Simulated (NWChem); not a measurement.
# SiHICl₂; SMILES [SiH](Cl)(Cl)I

Program: NWChem. def2 effective core potentials on I; no spin-orbit coupling. B3LYP is NWChem's, with the RPA form of VWN correlation. Each level has its own optimisation; frequencies are unscaled.

```json
[
 {"level": "Hartree-Fock/STO-3G (all-electron, non-relativistic)", "r Cl–Si (Å)": "2.083", "r I–Si (Å)": "2.429", "r H–Si (Å)": "1.427", "highest harmonic frequency (cm⁻¹)": "2872", "lowest (cm⁻¹)": "145", "zero-point energy (kcal/mol)": "10.1"},
 {"level": "Hartree-Fock/3-21G (all-electron, non-relativistic)", "r Cl–Si (Å)": "2.151", "r I–Si (Å)": "2.536", "r H–Si (Å)": "1.462", "highest harmonic frequency (cm⁻¹)": "2421", "lowest (cm⁻¹)": "125", "zero-point energy (kcal/mol)": "8.3"},
 {"level": "B3LYP/3-21G (all-electron, non-relativistic)", "r Cl–Si (Å)": "2.166", "r I–Si (Å)": "2.546", "r H–Si (Å)": "1.481", "highest harmonic frequency (cm⁻¹)": "2276", "lowest (cm⁻¹)": "115", "zero-point energy (kcal/mol)": "7.8"},
 {"level": "PBE0/def2-SVP (core potentials)", "r Cl–Si (Å)": "…", "r I–Si (Å)": "2.429", "r H–Si (Å)": "1.479", "highest harmonic frequency (cm⁻¹)": "…", "lowest (cm⁻¹)": "126", "zero-point energy (kcal/mol)": "8.4"}
]
```

Problem. What belongs in the gaps?

Solution. 
- PBE0/def2-SVP (core potentials), r Cl–Si (Å): 2.050
- PBE0/def2-SVP (core potentials), highest harmonic frequency (cm⁻¹): 2305
